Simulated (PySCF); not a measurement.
## OsS₂⁻: bend–stretch map

Level of theory: PySCF, UPBE0, basis Os def2-SVPD with ECP60, S def2-SVPD (scalar-relativistic core potentials, no spin–orbit coupling, density fitting).

Rigid scan from the doublet minimum (Os–S 2.122 Å (×2); S–Os–S 150.5°). Coordinate: rows scale both bonds, columns set the S–Os–S angle. Energies in kJ/mol from the minimum.

Rows run from the largest first scale (top) to the smallest, columns from the smallest angle to the largest. Lower edges of the bins (kJ/mol): '0' 0.0, '1' 1.3, '2' 3.4, '3' 6.6, '4' 11.8, '5' 20.0, '6' 33.0, '7' 53.6, '8' 86.2, '9' 137.9; top 220.
```
9988877
9876666
9764333
8752012
9754445
9876777
```

**Question.** Give the energies on the grid of the scan.

**Answer.** 
```json
{"scale \\ angle": "0.94", "90": "179", "105": "99", "120": "61", "135": "50", "150": "56", "165": "67", "180": "74"}
{"scale \\ angle": "0.97", "90": "143", "105": "69", "120": "29", "135": "13", "150": "12", "165": "19", "180": "22"}
{"scale \\ angle": "1.00", "90": "135", "105": "65", "120": "25", "135": "5", "150": "0", "165": "2", "180": "4"}
{"scale \\ angle": "1.03", "90": "146", "105": "81", "120": "41", "135": "19", "150": "10", "165": "10", "180": "10"}
{"scale \\ angle": "1.06", "90": "172", "105": "111", "120": "72", "135": "48", "150": "37", "165": "34", "180": "34"}
{"scale \\ angle": "1.10", "90": "220", "105": "165", "120": "128", "135": "104", "150": "91", "165": "86", "180": "85"}
```

The bond scale of lowest energy on the grid is 1.00 at 90°, 1.00 at 105°, 1.00 at 120°, 1.00 at 135°, 1.00 at 150°, 1.00 at 165°, 1.00 at 180°.

Open d and f shells are described by one determinant, and the ground state may have another occupation or spin. With an element this heavy the missing spin–orbit coupling can shift these numbers.

Other isomers or separated fragments may lie lower.
